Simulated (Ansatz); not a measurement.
`[CH3][Ta](=[S])([Cl])[Cl]` + `NC[SiH2]N` → `[NH2][Ta](=[S])([Cl])[Cl]` + `CC[SiH2]N`  (redistribution)

Gas-phase electronic energies from Ansatz, PBE0-D4/def2-TZVP geometries. CCSD(T)/CBS is the MP2 limit (def2-TZVPP, def2-QZVPP) plus CCSD(T) − MP2 in def2-TZVPP, frozen cores. DFT in def2-TZVPP. def2 core potentials past Kr. For Ta outer-core shells are correlated without core-valence functions, which leaves a few kJ/mol of doubt a bond. One conformer a species, not always the lowest.

Is it downhill or uphill in electronic energy at CCSD(T)/CBS, and by how much? (Best estimate.)

Ansatz gave: Downhill: ΔE = -1.57 eV.

What do these levels give: ωB97X-V, PBE, MP2/def2-TZVPP, HF/def2-QZVPP, MP2/def2-QZVPP, SCS-MP2/def2-QZVPP? (Best estimate.)

Ansatz gave: ωB97X-V -1.56, PBE -1.53, MP2/def2-TZVPP -1.61, HF/def2-QZVPP -1.58, MP2/def2-QZVPP -1.61, SCS-MP2/def2-QZVPP -1.59 eV.

Largest T1 diagnostic among the species: 0.020.
